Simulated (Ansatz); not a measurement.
The first iterations of a band of CH₁₀N₂OSi₂ (16 atoms, charge 0, multiplicity 1).

The calculation used RKS B3LYP-D4/def2-SVP in Ansatz 0.2.0.

- movable images: 7
- climbing image: yes
- spring: 5.0 eV/Å²
- optimiser: quadratic models (default)
- start path: IDPP
- force threshold: 0.05 eV/Å
- iteration limit: 18
- end points: relaxed

Image 0:

```xyz
16
Properties=species:S:1:pos:R:3
N 2.554 -1.123 -1.225
C 1.941 0.045 -0.572
Si 0.349 -0.406 0.356
O -0.606 -1.293 -0.711
Si -1.175 1.312 0.906
N -2.691 0.505 0.470
H 1.858 -1.589 -1.810
H 2.832 -1.813 -0.525
H 2.676 0.516 0.104
H 1.716 0.805 -1.341
H 0.726 -1.257 1.533
H -1.514 -0.939 -0.731
H -1.122 1.862 2.301
H -1.063 2.472 -0.030
H -3.480 1.094 0.209
H -3.023 -0.215 1.110
```

Image 8:

```xyz
16
Properties=species:S:1:pos:R:3
N 2.471 -1.308 -0.968
C 1.901 -0.079 -0.417
Si 0.279 -0.514 0.451
O -0.680 -1.371 -0.635
Si -1.158 1.310 0.876
N -2.699 0.575 0.400
H 1.826 -1.718 -1.644
H 3.341 -1.123 -1.467
H 2.586 0.340 0.343
H 1.720 0.737 -1.153
H 0.569 -1.336 1.664
H -1.562 -0.965 -0.705
H -1.136 1.904 2.254
H -0.941 2.429 -0.090
H -3.440 1.200 0.089
H -3.099 -0.104 1.046
```

| iteration | highest image above the first end (eV) | largest band force component (eV/Å) |
| --- | --- | --- |
| 1 | 0.269 | 1.163 |
| 2 | 0.219 | 0.463 |
| 3 | 0.218 | 0.365 |

Question: Does the band converge within its limit, and where does its top end?

Answer: The forces met the threshold. It ended after 9 iterations with the highest image 0.198 eV above the first end. A vibrational analysis at the climbing image gives one clearly imaginary mode, 622i cm⁻¹: a first-order saddle point.

The run took 8.9 min on 2 threads of Intel(R) Xeon(R) Platinum 8259CL CPU @ 2.50GHz (Skylake/Cascade Lake) (shared host), peak memory 0.44 GiB.
